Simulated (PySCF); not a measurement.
One molecule, one basis, several functionals.

Species: C5H10Si.
SMILES: `C=CC(=C)C[SiH3]`

Torsions of this conformer, `[CH2:1]=[CH:2][C:3](=[CH2:4])[CH2:5][SiH3:6]`: C1–C2–C3–C4 -179°, C2–C3–C5–Si6 82°.

PySCF, pcSseg-1 basis, density fitting, gas phase, PBE0-D3(BJ)/def2-SVP geometry. One functional is left out:

```
functional  exact exchange (%)  HOMO energy (eV)  LUMO energy (eV)
     B97-D                   0             -5.63             -1.74
      BLYP                   0             -5.53             -1.68
      BP86                   0             -5.81             -1.95
       LDA                   0             -5.90             -2.08
      OPBE                   0             -5.66             -1.75
       PBE                   0             -5.71             -1.85
     B3LYP                  20             -6.47             -1.11
     B97-2                  21             -6.44             -0.96
  mPW1PW91                  25             -6.70             -0.94
 BHandHLYP                  50             -7.49              0.17
```

Question: Predict the row of PBE0 (25 % exact exchange) by straight lines through the other rows, and check it.

Answer: 
| property | line | computed | computed − line | mPW1PW91 (25 %), for comparison |
| --- | --- | --- | --- | --- |
| HOMO energy (eV) | -6.62 | -6.69 | -0.07 | -6.70 |
| LUMO energy (eV) | -0.86 | -0.93 | -0.07 | -0.94 |
